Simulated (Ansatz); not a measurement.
Computed with Ansatz on PBE0-D4/def2-TZVP structures; ΔE is electronic, products minus reactants. CBS: MP2 limit from def2 TZ/QZ plus the TZ coupled-cluster correction, frozen cores. This one scheme is used for every species. DFT in def2-TZVPP. For Se outer-core shells are correlated without core-valence functions, which leaves a few kJ/mol of doubt a bond. Scalar relativity is left out up to krypton. Each species was taken in one conformer, which may not be the lowest.

Consider the ligand exchange at the Si–Se bond: `O[Si](O)(O)[SeH]` + H–F → `O[Si](O)(O)F` + H₂Se.

`O[Si](O)(O)[SeH]`:

Cartesian coordinates in Å:
```
O 0.657 -1.361 0.099
Si 0.132 0.186 0.013
O 1.247 1.290 -0.419
O -0.365 0.551 1.523
Se -1.407 0.397 -1.641
H 0.830 -1.801 -0.736
H 1.733 1.710 0.293
H -0.689 -0.176 2.058
H -2.138 -0.795 -1.189
```

H–F:

```xyz
2

F    -0.152   -0.051   -0.431
H     0.152    0.051    0.431
```

`O[Si](O)(O)F`:

```xyz
8

O    -1.127    0.742   -0.840
Si    0.027   -0.078   -0.055
O     1.312    0.876    0.187
O    -0.542   -0.606    1.365
F     0.468   -1.330   -0.938
H    -1.938    0.285   -1.068
H     1.765    1.237   -0.576
H     0.036   -1.126    1.925
```

H₂Se:

Cartesian coordinates in Å:
```
Se -0.389 0.408 0.388
H -0.236 0.206 -1.057
H 0.625 -0.614 0.669
```

| level | ΔE (kcal/mol) |
| --- | --- |
| LDA (SPW92) | -21.0 |
| BLYP-D4 | -22.1 |
| ωB97M-V | -23.3 |
| B2PLYP | -24.7 |
| BHLYP | -27.4 |
| RPA@PBE/def2-TZVPP | -24.1 |
| HF/def2-SVP | -28.1 |
| CCSD(T)/def2-TZVPP | -23.5 |

(1) What does CCSD(T)/CBS give? (Estimate.)

Largest T1 diagnostic among the species: 0.011.

Results:

(1) The calculation gave: -22.0 kcal/mol. The listed levels differ from it by 1.0, -0.1, -1.3, -2.7, -5.4, -2.1, -6.1, -1.5 kcal/mol.

In def2-TZVPP, CCSD(T) changes the Hartree–Fock value by +6.6 kcal/mol (the triples alone add +1.2 kcal/mol) and MP2 by +8.4 kcal/mol. Leaving LDA and LC-ωPBE aside and taking each functional with its dispersion term where it has one, the values, not all of them listed here, spread over 7.3 kcal/mol, from B97M-V to revPBE-D4. From PBE to PBE0 (25 % exact exchange), in def2-TZVPP and without D4, ΔE moves by −1.0 kcal/mol.
